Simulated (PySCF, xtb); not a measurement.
BHN, SMILES B=[N] (connectivity only; charge and spin as stated), charge -1, multiplicity 1.

GFN2-xTB (xtb) at its own geometry gives an orbital gap of 6.05 eV.

Geometry: B3LYP-D3(BJ)/def2-TZVPD. The spin state was assumed, not searched. The isomer is the one that the SMILES or the coordinates give; other isomers of the formula were not compared.

Question: What does r2SCAN/def2-TZVPD (PySCF) give? (Estimate from the structure and the level; the computed values follow.)

Answer: gap 4.05 eV (levels 0.36 and 4.41 eV).
